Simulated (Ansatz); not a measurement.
Geometry optimisation, RKS PBE0/def2-SVP in Ansatz.

Input file:

```yaml
crystal:
  periodic: [false, false, false]
  atoms:
    - { symbol: W, position_ang: [-0.411314, 0.05401, -0.439366] }
    - { symbol: F, position_ang: [-0.551378, -0.124924, 2.599431] }
    - { symbol: H, position_ang: [0.915171, 0.424442, 0.525567] }
    - { symbol: H, position_ang: [0.644177, 1.355772, -0.627401] }
    - { symbol: Cl, position_ang: [-2.661488, -0.672219, -0.401941] }
    - { symbol: Cl, position_ang: [0.413802, -2.010562, 0.038709] }
    - { symbol: F, position_ang: [-0.146567, -0.024277, -2.261466] }
    - { symbol: O, position_ang: [-1.182158, 1.533415, 0.525635] }
    - { symbol: H, position_ang: [-2.128588, 1.416702, 0.691978] }
    - { symbol: H, position_ang: [-0.579356, 0.794941, 2.514953] }
basis:
  gaussian: { orbitals: def2-SVP }
hamiltonian:
  xc: pbe0
relax:
  f_tol: 0.03
  max_steps: 50
```

Launched with:

```bash
$ ansatz run input.yaml --threads 4 --pin off --max-ram 5120MiB --backend cpu --events-out ev --progress --plain --runs-dir out
```

**Question.** Where does it end, and by what steps?

**Answer.** It converged. After 12 steps the energy has fallen by 0.150 eV; H10 moved furthest, 0.54 Å. Joined: W1–F2 (3.05 → 2.40 Å).

| step | energy less start (eV) | largest force component (eV/Å) | accepted |
| --- | --- | --- | --- |
| 0 | 0.0000 | 0.310 | yes |
| 1 | -0.0203 | 0.227 | yes |
| 2 | -0.0332 | 0.249 | yes |
| 3 | -0.0497 | 0.810 | yes |
| 4 | -0.0785 | 0.773 | yes |
| 5 | -0.0733 | 0.712 | no |
| 6 | -0.1195 | 0.302 | yes |
| 7 | -0.1389 | 0.248 | yes |
| 8 | -0.1415 | 0.367 | yes |
| 9 | -0.1419 | 0.302 | yes |
| 10 | -0.1484 | 0.078 | yes |
| 11 | -0.1488 | 0.119 | yes |
| 12 | -0.1495 | 0.021 | yes |

```xyz
10
Properties=species:S:1:pos:R:3
W -0.397 0.000 -0.208
F -0.625 -0.357 2.153
H 0.936 0.622 0.612
H 0.633 1.223 -0.703
Cl -2.700 -0.539 -0.234
Cl 0.806 -1.890 0.101
F -0.388 -0.191 -2.059
O -1.064 1.561 0.778
H -1.991 1.759 0.580
H -0.899 0.558 2.146
```

Whether the end is a true minimum wasn't checked by a vibrational analysis.

Run time: 51 s on 4 threads of Arm Neoverse V1 (shared host), peak memory 0.36 GiB.
